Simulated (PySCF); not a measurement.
Run record for `NC(=O)C1SCCS1`: PW91/ANO-RCC-VDZP, grid level 3, energy threshold 1e-06 Eh, TDA, 1 singlet.

Method: TDA PW91/ANO-RCC-VDZP, vertical, gas phase, core orbitals frozen in the response (PySCF 2.14.0, density-fitted response routines). Geometry: GFN2-xTB. The input is one job of a driver script: a line of settings, then coordinates in Å.

Command:
```bash
OMP_NUM_THREADS=1 python probes_run.py task.json out
```

Input:
```
{"job": {"kind": "uv", "xc": "PW91", "basis": "ANO-RCC-VDZP", "nstates": 1, "ntriplets": 0, "tda": true, "grid": 3, "scf": {"conv": 1e-06}}, "charge": 0, "multiplicity": 1}
N      2.658323    -0.260003    -0.263921
C      1.398536    -0.080887    -0.715973
O      1.069723     0.841323    -1.421640
C      0.433497    -1.158188    -0.230660
S     -1.080493    -1.229330    -1.205829
C     -1.765656     0.228104    -0.361424
C     -1.663255    -0.024491     1.127839
S     -0.025229    -0.746679     1.508458
H      3.339945     0.456083    -0.456073
H      2.882031    -0.962316     0.418806
H      0.898823    -2.143634    -0.231567
H     -2.800803     0.339262    -0.678143
H     -1.181700     1.093199    -0.673632
H     -2.410318    -0.746314     1.459728
H     -1.757837     0.896205     1.702120
```

Output:
```
final grid: 190872 points
cycle   1  E = -1082.2782690977  dE =  1.187e+00  |g| = 9.243e-01  |ddm| = 5.638e+00
cycle   2  E = -1079.3453960085  dE =  2.933e+00  |g| = 3.082e+00  |ddm| = 6.499e+00
cycle   3  E = -1082.3721978206  dE = -3.027e+00  |g| = 6.173e-01  |ddm| = 6.382e+00
cycle   4  E = -1082.4563069620  dE = -8.411e-02  |g| = 2.359e-01  |ddm| = 8.850e-01
cycle   5  E = -1082.4662246278  dE = -9.918e-03  |g| = 9.336e-02  |ddm| = 3.034e-01
cycle   6  E = -1082.4683439404  dE = -2.119e-03  |g| = 3.427e-02  |ddm| = 1.537e-01
cycle   7  E = -1082.4686455027  dE = -3.016e-04  |g| = 1.048e-02  |ddm| = 4.846e-02
cycle   8  E = -1082.4686713432  dE = -2.584e-05  |g| = 3.865e-03  |ddm| = 1.547e-02
cycle   9  E = -1082.4686754030  dE = -4.060e-06  |g| = 5.843e-04  |ddm| = 5.292e-03
cycle  10  E = -1082.4686754936  dE = -9.062e-08  |g| = 2.335e-04  |ddm| = 1.064e-03
converged SCF energy = -1082.4686754936

Static polarisability (au): isotropic 88.359, principal 73.255 88.915 102.907

Singlet excitations
state   eV       nm        f      main configurations
  1   4.1463    299.0   0.00714   H->L 0.97
```

H and L stand for HOMO and LUMO; the number after each pair is its weight.

Q: Give the mean polarisability as a volume in Å³, and the ratio of the largest to the smallest principal value.

A: 88.359 au × 0.148185 = 13.09 Å³; 102.907/73.255 = 1.40.

Q: Give S1 in cm⁻¹ and kJ/mol.

A: 4.1463 eV × 8065.54 = 33442 cm⁻¹; × 96.485 = 400.1 kJ/mol.

In short: SCF converged in 10 cycles with 155 basis and 1067 fitting functions; HOMO -5.26 eV, LUMO -1.28 eV; lowest singlet 4.15 eV; mean polarisability 88.4 au.

ANO-RCC sets were contracted for a scalar-relativistic Hamiltonian, but ran non-relativistically here. The basis is contracted for a relativistic Hamiltonian, but the run is non-relativistic.

Hardware: an Arm Neoverse N1 with one thread (shared host). Cost: 1.9 min, 0.59 GiB resident at most.

One conformer stands for the species.
